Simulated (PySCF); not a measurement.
# Calculated NMR data

Level of theory: geometry: GFN2-xTB, PBE0/pcSseg-1 with gauge-including orbitals, in PySCF (relativity neglected, in vacuum, rapidly exchanging positions averaged, a single conformation).

Scale: 1H, 13C against TMS (reference shieldings calculated alike). Splittings of carbon signals by F and P are missing where no couplings were computed. Where no couplings were computed, multiplicities follow the n + 1 count of equivalent neighbours, and m marks all less simple cases (inequivalent or close neighbours, rings, F or P nearby). Shifts are as computed. Against solution values, carbons near 30 ppm lie about +3 ppm off and those near 130 ppm about +5 ppm. Of 1211 compounds with measured shifts, 218 miss one by over three times the rms of a fit or turn the order of signals round; such compounds aren't used in these exercises.

Compound 1 (C₇H₁₃O₂P). 1H NMR (600 MHz, computed): δ 7.13 (m, 1H), 5.74 (m, 1H), 4.35 (m, 2H), 4.28 (m, 2H), 2.08 (d, 3H), 1.57 (m, 2H), 1.38 (m, 2H). 13C{1H} NMR (computed): δ 157.6, 133.1, 67.7, 35.2, 23.9. Structure: SMILES C/C=C/P1(=O)CCOCC1.

Compound 2 (C₉H₁₁P). 1H NMR (600 MHz, computed): δ 7.64 (m, 2H), 7.46 (m, 2H), 3.00 (m, 4H), 0.79 (m, 3H). 13C{1H} NMR (computed): δ 146.9 (C), 133.3 (CH), 131.8 (CH), 39.2 (CH2), 12.4 (CH3). Structure: SMILES CP1Cc2ccccc2C1.
